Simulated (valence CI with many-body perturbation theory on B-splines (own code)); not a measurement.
**Energy levels of Pm54+**

Level of theory: configuration interaction combined with many-body perturbation theory (CI+MBPT): five valence electrons over a frozen Dirac-Fock core [He], a basis of 9 s, 9 p, 8 d, 6 f, 3 g, 1 h functions for each j, with the one-electron correlation potential Σ1, the two-electron term Σ2, the three-electron term Σ3, Breit, model QED; selected CI, second order for the rest, scaled by the run's own slope (own B-spline code, finite nucleus).

The last digits are not significant, and no measured levels were compared; by estimate large intervals hold to a few tenths of a per cent, small ones and those within an open d or f shell to about a per cent. Among the levels kept, up to 3800 cm⁻¹ of a level comes from second order outside the variational space, and about a tenth of that is noise between levels of different J, which matters for small intervals.

Levels 1 to 45 of 62, with energies above the lowest level, (2s^2 2p1/2^2 2p3/2) J=3/2. "Leading %" is the weight of the configuration and term that name the level; weights of strongly mixed levels are sums over their largest components and can fall short, so below about 35 % the name and the second component can differ from the true leading terms, or belong to a minority configuration. In the jj column 3d3/2^4 stands for four electrons in 3d with j = 3/2. Lifetimes count E1, E2, E3, M1 and M2 decay at the calculated energies, and are blank where another channel may lead or the interval is too uncertain; long ones can be off by a factor of two.

| No. | Configuration | Term | J | E (× 10³ cm⁻¹) | Leading % | Second component | Lifetime | Leading jj |
| --- | --- | --- | --- | --- | --- | --- | --- | --- |
| 1 | 2s2.2p3 | 2P° | 3/2 | 0.00 | 48 | 27 % 2s2.2p3 2D° |  | 2s^2 2p1/2^2 2p3/2 (100 %) |
| 2 | 2s2.2p3 | 4S° | 3/2 | 4569.2 | 55 | 45 % 2s2.2p3 2D° | 561 ps | 2s^2 2p1/2 2p3/2^2 (100 %) |
| 3 | 2s2.2p3 | 2D° | 5/2 | 4743.7 | 100 |  | 3.29 ns | 2s^2 2p1/2 2p3/2^2 (100 %) |
| 4 | 2s2.2p3 | 2P° | 1/2 | 5050.8 | 100 |  | 925 ps | 2s^2 2p1/2 2p3/2^2 (100 %) |
| 5 | 2s.2p4 | 4P | 5/2 | 6657.6 | 72 | 28 % 2s.2p4 2D | 1.89 ps | 2s 2p1/2^2 2p3/2^2 (100 %) |
| 6 | 2s.2p4 | 2S | 1/2 | 7313.5 | 63 | 29 % 2s.2p4 4P | 484 fs | 2s 2p1/2^2 2p3/2^2 (99 %) |
| 7 | 2s.2p4 | 2P | 3/2 | 7325.6 | 48 | 36 % 2s.2p4 2D | 273 fs | 2s 2p1/2^2 2p3/2^2 (99 %) |
| 8 | 2s2.2p3 | 2P° | 3/2 | 9631.2 | 52 | 28 % 2s2.2p3 2D° | 177 ps | 2s^2 2p3/2^3 (99 %) |
| 9 | 2s.2p4 | 4P | 3/2 | 11406 | 83 | 12 % 2s.2p4 2D | 565 fs | 2s 2p1/2 2p3/2^3 (100 %) |
| 10 | 2s.2p4 | 2D | 5/2 | 11697 | 72 | 28 % 2s.2p4 4P | 560 fs | 2s 2p1/2 2p3/2^3 (100 %) |
| 11 | 2s.2p4 | 2P | 1/2 | 12067 | 63 | 36 % 2s.2p4 4P | 216 fs | 2s 2p1/2 2p3/2^3 (98 %) |
| 12 | 2s.2p4 | 2D | 3/2 | 12150 | 52 | 47 % 2s.2p4 2P | 217 fs | 2s 2p1/2 2p3/2^3 (100 %) |
| 13 | 2p5 | 2P° | 3/2 | 14456 | 99 |  | 188 fs | 2p1/2^2 2p3/2^3 (99 %) |
| 14 | 2s.2p4 | 2S | 1/2 | 16773 | 36 | 35 % 2s.2p4 4P | 252 fs | 2s 2p3/2^4 (99 %) |
| 15 | 2p5 | 2P° | 1/2 | 19220 | 100 |  | 140 fs | 2p1/2 2p3/2^4 (100 %) |
| 16 | 2s2.2p2.3s | 4P | 1/2 | 47727 | 47 | 30 % 2s2.2p2.3s 2S | 11.6 fs | 2s^2 2p1/2^2 3s (100 %) |
| 17 | 2s2.2p2.3p | 2P° | 1/2 | 48359 | 45 | 39 % 2s2.2p2.3p 4D° | 1.04 ps | 2s^2 2p1/2^2 3p1/2 (100 %) |
| 18 | 2s2.2p2.3p | 2P° | 3/2 | 49823 | 33 | 21 % 2s2.2p2.3p 4D° | 1.08 ps | 2s^2 2p1/2^2 3p3/2 (99 %) |
| 19 | 2s2.2p2.3d | 2D | 3/2 | 50412 | 41 | 33 % 2s2.2p2.3d 4F | 8.68 fs | 2s^2 2p1/2^2 3d3/2 (100 %) |
| 20 | 2s2.2p2.3d | 2D | 5/2 | 50864 | 34 | 19 % 2s2.2p2.3d 4D | 1.61 fs | 2s^2 2p1/2^2 3d5/2 (100 %) |
| 21 | 2s2.2p2.3s | 4P | 3/2 | 52368 | 88 | 10 % 2s2.2p2.3s 2P | 16.8 fs | 2s^2 2p1/2 2p3/2 3s (100 %) |
| 22 | 2s2.2p2.3s | 2P | 1/2 | 52434 | 67 | 33 % 2s2.2p2.3s 4P | 7.88 fs | 2s^2 2p1/2 2p3/2 3s (100 %) |
| 23 | 2s2.2p2.3s | 2D | 5/2 | 52515 | 63 | 36 % 2s2.2p2.3s 4P | 15.9 fs | 2s^2 2p1/2 2p3/2 3s (100 %) |
| 24 | 2s2.2p2.3s | 2D | 3/2 | 52557 | 63 | 35 % 2s2.2p2.3s 2P | 8.38 fs | 2s^2 2p1/2 2p3/2 3s (100 %) |
| 25 | 2s2.2p2.3p | 4P° | 1/2 | 52995 | 48 | 28 % 2s2.2p2.3p 4D° | 1.48 ps | 2s^2 2p1/2 2p3/2 3p1/2 (100 %) |
| 26 | 2s2.2p2.3p | 4D° | 3/2 | 53042 | 56 | 22 % 2s2.2p2.3p 2D° | 1.41 ps | 2s^2 2p1/2 2p3/2 3p1/2 (100 %) |
| 27 | 2s2.2p2.3p | 2F° | 5/2 | 53146 | 48 | 31 % 2s2.2p2.3p 2D° | 1.05 ps | 2s^2 2p1/2 2p3/2 3p1/2 (99 %) |
| 28 | 2s2.2p2.3p | 2P° | 3/2 | 53386 | 42 | 26 % 2s2.2p2.3p 2D° | 459 fs | 2s^2 2p1/2 2p3/2 3p1/2 (99 %) |
| 29 | 2s.2p3.3s | 4P° | 5/2 | 54132 | 38 | 24 % 2s.2p3.3s 6S° | 28.4 fs | 2s 2p1/2^2 2p3/2 3s (82 %) |
| 30 | 2s.2p3.3s | 2P° | 3/2 | 54332 | 29 | 24 % 2s.2p3.3s 4S° | 10.7 fs | 2s 2p1/2^2 2p3/2 3s (86 %) |
| 31 | 2s2.2p2.3p | 2P° | 1/2 | 54408 | 34 | 31 % 2s2.2p2.3p 4P° | 201 fs | 2s^2 2p1/2 2p3/2 3p3/2 (95 %) |
| 32 | 2s2.2p2.3p | 4D° | 5/2 | 54447 | 47 | 25 % 2s2.2p2.3p 4P° | 119 fs | 2s^2 2p1/2 2p3/2 3p3/2 (84 %) |
| 33 | 2s2.2p2.3p | 2D° | 3/2 | 54472 | 52 | 23 % 2s2.2p2.3p 4P° | 699 fs | 2s^2 2p1/2 2p3/2 3p3/2 (99 %) |
| 34 | 2s2.2p2.3p | 2F° | 7/2 | 54530 | 63 | 36 % 2s2.2p2.3p 4D° | 973 fs | 2s^2 2p1/2 2p3/2 3p3/2 (100 %) |
| 35 | 2s2.2p2.3p | 2P° | 3/2 | 54638 | 26 | 24 % 2s2.2p2.3p 4S° | 56.7 fs | 2s^2 2p1/2 2p3/2 3p3/2 (74 %) |
| 36 | 2s2.2p2.3p | 2D° | 5/2 | 54713 | 62 | 17 % 2s2.2p2.3p 2F° | 696 fs | 2s^2 2p1/2 2p3/2 3p3/2 (98 %) |
| 37 | 2s2.2p2.3p | 2P° | 1/2 | 54734 | 42 | 17 % 2s.2p3.3s 4D° | 16.8 fs | 2s^2 2p1/2 2p3/2 3p3/2 (50 %) |
| 38 | 2s.2p3.3p | 4P | 3/2 | 54868 | 28 | 24 % 2s.2p3.3p 6P | 7.08 fs | 2s 2p1/2^2 2p3/2 3p1/2 (97 %) |
| 39 | 2s.2p3.3p | 2D | 5/2 | 54873 | 23 | 18 % 2s.2p3.3p 4D | 3.03 fs | 2s 2p1/2^2 2p3/2 3p1/2 (94 %) |
| 40 | 2s.2p3.3s | 2P° | 3/2 | 54889 | 30 | 16 % 2s.2p3.3s 4S° | 22.8 fs | 2s 2p1/2^2 2p3/2 3s (86 %) |
| 41 | 2s2.2p2.3p | 2P° | 1/2 | 54933 | 46 | 16 % 2s.2p3.3s 4D° | 21.4 fs | 2s^2 2p1/2 2p3/2 3p3/2 (54 %) |
| 42 | 2s2.2p2.3d | 4F | 3/2 | 55068 | 43 | 27 % 2s2.2p2.3d 2P | 5.00 fs | 2s^2 2p1/2 2p3/2 3d3/2 (98 %) |
| 43 | 2s2.2p2.3d | 4F | 5/2 | 55085 | 52 | 39 % 2s2.2p2.3d 2F | 18.0 fs | 2s^2 2p1/2 2p3/2 3d3/2 (98 %) |
| 44 | 2s2.2p2.3d | 4D | 1/2 | 55102 | 79 | 14 % 2s2.2p2.3d 2P | 8.53 fs | 2s^2 2p1/2 2p3/2 3d3/2 (100 %) |
| 45 | 2s2.2p2.3d | 2G | 7/2 | 55201 | 50 | 25 % 2s2.2p2.3d 2F | 295 fs | 2s^2 2p1/2 2p3/2 3d3/2 (97 %) |

The ionisation energy to 2s2.2p2 3P_0 of the next ion comes out as 10943 eV (NIST: 10942 ± 5 eV (theoretical)). All 62 levels together are meant to be complete up to 56585 × 10³ cm⁻¹.
